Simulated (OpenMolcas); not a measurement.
# Co3+: ligand-field states by method

Co3+ with its 6 nearest oxide ions at 2.03 Å, on the Mg site of MgO (a = 4.2112 Å, distance in the model lattice 2.106 Å). The rest of the host is ab initio model potentials to 7.6 Å, with orthogonalisation functions on the cations behind the ligands, and point charges beyond; the distance is set by hand and nothing relaxes, and no local charge compensation is placed. Ligand basis ANO-RCC-VDZP.

- Program: OpenMolcas 26.06
- Basis: ANO-RCC-VDZP [5s4p2d1f]
- Scalar Hamiltonian: DKH2, point nucleus
- Active space: 6 electrons in 5 orbitals (3d)
- State averaging: 2S+1 = 5 even, 5 roots; 2S+1 = 3 even, 45 roots; 2S+1 = 1 even, 50 roots
- Spin-orbit coupling: state interaction with AMFI integrals over the reference wave functions

I. CASSCF
II. SS-CASPT2, IPEA 0.25 Eh, imaginary shift 0.1 Eh (closed shells correlated: 3s 3p and the ligand valence shells)

Spin-free states (labels of O, the rotations of Oh) in cm-1, each column counted from its own energy of the first state listed:

```json
{"State": "5T2", "Degeneracy": "3", "I": "0", "II": "0"}
{"State": "3T1", "Degeneracy": "3", "I": "11400", "II": "-2600"}
{"State": "1A1", "Degeneracy": "1", "I": "11566", "II": "-11740"}
{"State": "5E", "Degeneracy": "2", "I": "12480", "II": "17380"}
{"State": "3T2", "Degeneracy": "3", "I": "16279", "II": "650"}
{"State": "1T1", "Degeneracy": "3", "I": "21134", "II": "2280"}
{"State": "3T1", "Degeneracy": "3", "I": "22310", "II": "12900"}
{"State": "3T2", "Degeneracy": "3", "I": "24286", "II": "10750"}
{"State": "3T1", "Degeneracy": "3", "I": "27083", "II": "14710"}
{"State": "3E", "Degeneracy": "2", "I": "27531", "II": "15390"}
{"State": "1T2", "Degeneracy": "3", "I": "29600", "II": "8190"}
{"State": "3T2", "Degeneracy": "3", "I": "31686", "II": "16640"}
{"State": "1E", "Degeneracy": "2", "I": "33797", "II": "17160"}
{"State": "3A2", "Degeneracy": "1", "I": "34963", "II": "22780"}
{"State": "1A1", "Degeneracy": "1", "I": "35320", "II": "14000"}
{"State": "1T2", "Degeneracy": "3", "I": "35545", "II": "15250"}
{"State": "3E", "Degeneracy": "2", "I": "36019", "II": "29470"}
{"State": "3T1", "Degeneracy": "3", "I": "37027", "II": "31070"}
{"State": "1T1", "Degeneracy": "3", "I": "39456", "II": "18440"}
{"State": "1A2", "Degeneracy": "1", "I": "40348", "II": "17460"}
```

II puts a state of multiplicity 1 lowest, 12000 cm-1 below that state.

From I to II, I's first state of the same spin (5E) moves from 12480 to 17380 cm-1, by about +4900 cm-1.

From I to II, I's first state of another spin (3T1) moves from 11400 to -2600 cm-1, by about -14000 cm-1. In II another state of that kind comes below it.

χT at 300 K: I 4.12, II 0.06 cm3 K/mol.

Roots that are degenerate in the reference are averaged as groups; the widest CASPT2 spread within a group is 1900 cm-1 (the 2-fold group of multiplicity 3 near 27100 cm-1 above the lowest state of its run, II). Shifts and gaps below about the spread of the groups concerned are not significant. Over all roots computed the reference weight is 0.57 to 0.70 in II; the roots of lowest weight are the least certain, and an intruder state may touch them. The least metal-like active orbital is 85 % on the metal (Löwdin) and no ligand orbital is active, so the numbers are rough. Ligand-to-metal charge-transfer states are missing. With no ligand orbital active B as a rule stays too high, so bands that hang on it stand too high and its fall with covalency is understated. An orbital triplet at a regular site is open to Jahn-Teller coupling, which can distort the site and quench the lowest spin-orbit gaps and is left out (holds for I). Without dynamic correlation the repulsion within the d shell is too large (B by tens of per cent), so at a given field states of lower spin stand too high (holds for I). This shell can be high or low spin here, a state of another spin lies low, and with metal d orbitals alone active their balance is uncertain, so the ground spin may be wrong (holds for I). With metal d orbitals alone and no dynamic correlation 10Dq can be off by a tenth to a fifth, either way, in oxide and fluoride hosts (holds for I). This shell can be high or low spin here, a state of another spin lies low, and with metal d orbitals alone active their balance is uncertain, so the ground spin may be wrong, although the usual error favours high spin (holds for II). A single d shell leaves out the double-shell effect, which counts most for late 3d ions, where the CASPT2 field can be off either way by tens of per cent (holds for II). These CASPT2 states fit no ligand-field parameters well, so their order and spin gaps are uncertain (holds for II). With one d shell and no ligand orbital active, 10Dq can be off by a tenth or more (holds for II). No measured value stands beside these numbers; the geometry was set by hand and not optimised.
